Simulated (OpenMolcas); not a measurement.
An atom or ion with 21 electrons was computed by MS-CASPT2, IPEA 0.25 Eh, imaginary shift 0.1 Eh with spin-orbit coupling (OpenMolcas, ANO-RCC-VTZP, DKH2). The lowest levels that the run gave, each within 12 % of the measured value where one is at hand:

```tsv
J	Parity	E (cm⁻¹)	g
3/2	even	0.0	0.400
5/2	even	737	1.029
7/2	even	1720	1.238
9/2	even	2910	1.333
1/2	even	22180	2.644
3/2	even	22410	1.720
5/2	even	23360	1.600
7/2	even	24360	0.889
9/2	even	25340	1.107
3/2	even	30900	1.143
1/2	even	31190	0.692
9/2	even	33930	0.914
```

Question: Which ion is it, and what are the configurations and terms?

Answer: Co6+ (Z = 27, charge +6; active space 3 electrons in 10 orbitals (3d 4d)). J, parity and g give the terms where levels are pure, and mixed ones are named by the computed weights; the size of the splittings, set against known spectra of the 21-electron sequence, gives the charge. In order, with the measured energies in cm⁻¹ (Sugar and Corliss, J. Phys. Chem. Ref. Data 10, 1097 (1981)): 3d³ ⁴F_3/2, 3d³ ⁴F_5/2 (698), 3d³ ⁴F_7/2 (1610), 3d³ ⁴F_9/2 (2723), 3d³ ⁴P_1/2 (21096), 3d³ ⁴P_3/2 (21304), 3d³ ⁴P_5/2 (22187), 3d³ ²G_7/2, 3d³ ²G_9/2, 3d³ ²P_3/2 [59 %], 3d³ ²P_1/2, 3d³ ²H_9/2.

Term energies are means over components that CASPT2 splits; among the terms shown or strongly mixed into the levels shown the widest spread is 590 cm-1 (3d³ ²H). Active for correlation alone: 4d; no level in the range computed is led by a configuration that fills it, so any true level of that kind is missing. Measured partners are found by configuration, term and J. A level has none where our copy of the source lacks it or the pairing is in doubt (some pairs that miss far off the trend of their configuration count as doubtful), and it then counts in no deviation. Only configurations of the active space appear.

A share in square brackets marks a mixed level and gives the weight of the term that names it.
